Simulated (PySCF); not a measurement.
Computed IR spectrum (relative IR intensity) of a molecule CH4Cl2OSi2. Geometry optimised at PBE0-D3(BJ)/def2-SVP. One conformer was computed; it need not be the lowest. Method: PBE0-D3(BJ)/def2-SVP run with PySCF. Frequencies are harmonic and unscaled.

ν (cm⁻¹): 49 (vw), 158 (vw), 197 (w), 439 (w), 460 (w), 583 (m), 587 (vs), 664 (w), 768 (m), 771 (w), 814 (vs), 967 (vs), 1063 (s), 2237 (s), 2245 (s), 3059 (w), 3124 (vw) (against the strongest line: vs over 80 %, s over 45 %, m over 15 %, w over 4 %, vw less)

Which molecule gave these data?
(A) Cl[Si]1(Cl)C[SiH2]O1
(B) O=C[SiH2][SiH](Cl)Cl
(C) O=C[Si@H](Cl)[SiH2]Cl
(D) Cl[Si]1(Cl)CO[SiH2]1

D, Cl[Si]1(Cl)CO[SiH2]1
